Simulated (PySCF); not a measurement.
## Worked example: oscillator strength and radiative lifetime

C3H4, SMILES C1=CC1.

The structure is a stationary point at B3LYP-D3(BJ)/def2-TZVP.

TDA-PBE/def2-SVPD (PySCF) puts the first singlet state with f over 0.02 at 6.53 eV (vertical), with the transition dipole (0.000, 0.625, 0.000) in atomic units.

Task: Find the oscillator strength, the wavelength and the radiative lifetime that this transition would have in vacuum if emission retraced absorption.

Result: 
|μ|² = 0.3906 au, so |μ| = 1.59 D. ΔE = 6.53/27.211 = 0.2400 hartree. f = (2/3) ΔE |μ|² = 0.062 (the program prints 0.062).
λ = 1239.84/6.53 = 190 nm; ν = 52668 cm⁻¹.
Einstein's coefficient A = 0.6670 ν² f s⁻¹ (ν in cm⁻¹) = 1.2e8 s⁻¹, so τ = 1/A = 8.6 ns. This state is S2; the lower singlet has f = 0.002. The figure is the radiative limit of this one transition; relaxation, internal conversion, crossing to triplets and a medium change what is measured.
